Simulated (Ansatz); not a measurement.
Consider the ligand exchange at a P–O bond: `PO[AsH2]` + `N=C=O` → `O=C=NP` + `O[AsH2]`.

Computed with Ansatz on PBE0-D4/def2-TZVP structures; ΔE is electronic, products minus reactants. CBS: MP2 limit from def2 TZ/QZ plus the TZ coupled-cluster correction, frozen cores. This one scheme is used for every species. Functionals use def2-TZVPP. B3LYP here is the variant with VWN-RPA as its local correlation; programs differ in this. HSE06 is defined as in plane-wave codes. For As outer-core shells are correlated without core-valence functions, which leaves a few kJ/mol of doubt a bond. Scalar relativity is left out up to krypton. Each species was taken in one conformer, which may not be the lowest.

`PO[AsH2]`:

Cartesian coordinates in Å:
```
P 1.528 -0.286 -0.151
O -0.117 -0.191 -0.229
As -0.978 0.780 1.033
H 1.821 0.005 -1.515
H 1.666 -1.688 -0.369
H -1.799 1.600 0.037
H -2.121 -0.221 1.193
```

`N=C=O`:

```xyz
4

N     0.359   -0.469    0.487
C    -0.131    0.462   -0.107
O    -0.552    1.437   -0.574
H     0.324   -1.429    0.195
```

`O=C=NP`:

```xyz
6

O    -2.665   -0.079   -0.496
C    -1.520    0.017   -0.307
N    -0.347    0.207   -0.147
P     1.078   -0.534    0.414
H     1.541    0.550    1.209
H     1.913   -0.160   -0.673
```

`O[AsH2]`:

```xyz
5

O     1.093   -0.075   -0.184
As   -0.704    0.008   -0.274
H     1.427   -0.180   -1.078
H    -0.964   -0.962    0.877
H    -0.852    1.209    0.658
```

(1) Is it downhill or uphill in electronic energy at CCSD(T)/CBS, and by how much? (Estimate.)

(2) What do these levels give: B3LYP-D4, HSE06-D4, ωB97M-V, PBE, revPBE, r2SCAN, r2SCANh, r2SCAN0, HSE06, LC-ωPBE, RPA@PBE/def2-TZVPP, HF/CBS(def2)? (Best estimate.)

(3) What do rigid-rotor, harmonic-oscillator terms from PBE0-D4/def2-TZVP frequencies (298.15 K, 1 bar) make of the CCSD(T)/CBS value? (Estimate.)

Largest T1 diagnostic among the species: 0.018.

## Answers

(1) Ansatz gave: Downhill: ΔE = -3.2 kJ/mol.

(2) Ansatz gave: B3LYP-D4 -4.7, HSE06-D4 -9.0, ωB97M-V -3.7, PBE -9.1, revPBE -10.0, r2SCAN -6.4, r2SCANh -7.1, r2SCAN0 -8.1, HSE06 -10.5, LC-ωPBE -8.1, RPA@PBE/def2-TZVPP -1.1, HF/CBS(def2) -6.4 kJ/mol.

(3) Computed: ΔZPE = +3.9 kJ/mol, ΔH = 0.0 kJ/mol, ΔS = -4 J/(mol·K), ΔG = +1.3 kJ/mol. Modes under 50 cm⁻¹ make the entropy rough.

Leaving LDA and LC-ωPBE aside and taking each functional with its dispersion term where it has one, the values, not all of them listed here, spread over 5.8 kJ/mol, from HSE06-D4 to BLYP-D4. At CCSD(T), def2-SVP lies −6.2 kJ/mol from the extrapolated value and def2-TZVPP −1.6 kJ/mol.
